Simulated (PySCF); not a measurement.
# Levels of Dy³⁷⁺ from EOM-EA-GCCSD

Reference: closed-shell Dy³⁸⁺, [Ar] 3d10; one electron is added. Calculated with PySCF 2.14, two-component X2C-1e with screened spin-orbit coupling, an uncontracted even-tempered set (18 s from 2.6 bohr⁻², ratio 2.6; 15 p from 3.4 bohr⁻², ratio 2.6; 10 d from 3.4 bohr⁻², ratio 2.6; 6 f from 3.5 bohr⁻², ratio 2.8); frozen [Ar]; the 98 highest virtual spinors dropped; of the others 70 kept and the rest restored at second order. No Breit or QED terms. Binding energies in eV.

```csv
level,Koopmans,second order,EOM-CCSD
4s1/2,1689.7,1691.1,1691.1
4p1/2,1610.0,1611.4,1611.3
4p3/2,1553.1,1554.3,1554.3
```

Electric-dipole lines between these computed levels:

| lower | upper | ΔE (eV) | vacuum wavelength (nm) |
| --- | --- | --- | --- |
| 4s1/2 | 4p1/2 | 79.731 | 15.55 |
| 4s1/2 | 4p3/2 | 136.77 | 9.065 |

For comparison, the ionisation energy of Dy³⁷⁺ is 1691.7 ± 0.3 eV (semi-empirical (NIST evaluation); NIST Atomic Spectra Database, ionization energies).
